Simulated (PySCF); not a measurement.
The vertical singlet excitations below were computed for one of the candidates. Computed with PySCF, TDDFT CAM-B3LYP/def2-SVPD, vertical, gas phase, core orbitals frozen in the response. Geometries: GFN2-xTB, one conformer each.

```tsv
state	λ (nm)	f
S1	376.4	0.0002
S2	209.3	0.037
S3	207.1	0.010
S4	195.8	0.035
S5	191.9	0.015
S6	188.7	0.022
S7	188.0	0.014
S8	180.3	0.132
```

Question: Which structure fits? All have the formula C3H7ClOSi2.
A. `O=C=C(Cl)[SiH2]C[SiH3]`
B. `C=C[Si@@H](Cl)[SiH2]C=O`
C. `[SiH2]([SiH3])CC(=C=O)Cl`

Answer: B. Its S1, at 3.29 eV, is the highest among the candidates; the nearest of the others has S1 at 3.00 eV. S1 is HOMO→LUMO (91%). Löwdin shares by element: HOMO oxygen 44%, carbon 21% or more, silicon 13% or more, hydrogen 9% or more; LUMO carbon 39% or more, oxygen 34%, silicon 13% or more, hydrogen 6% or more. At the same level the other candidates give, for their lowest levels:
- `O=C=C(Cl)[SiH2]C[SiH3]`: 413 nm (f 0.000); 219 nm (f 0.002); 204 nm (f 0.000); 187 nm (f 0.006); 183 nm (f 0.017); T1 2.61 eV; HOMO -8.36, LUMO -1.00 eV
- `O=C=C(Cl)C[SiH2][SiH3]`: 462 nm (f 0.001); 217 nm (f 0.002); 198 nm (f 0.020); 198 nm (f 0.004); 189 nm (f 0.009); T1 2.27 eV; HOMO -7.93, LUMO -0.88 eV

The values belong to the conformer `[CH2:1]=[CH:2][Si@@H:3]([Cl:4])[SiH2:5][CH:6]=[O:7]`: C1–C2–Si3–Cl4 -172°, C2–Si3–Si5–C6 68°, Si3–Si5–C6–O7 -6°.
Triplets come from the Tamm–Dancoff approximation.
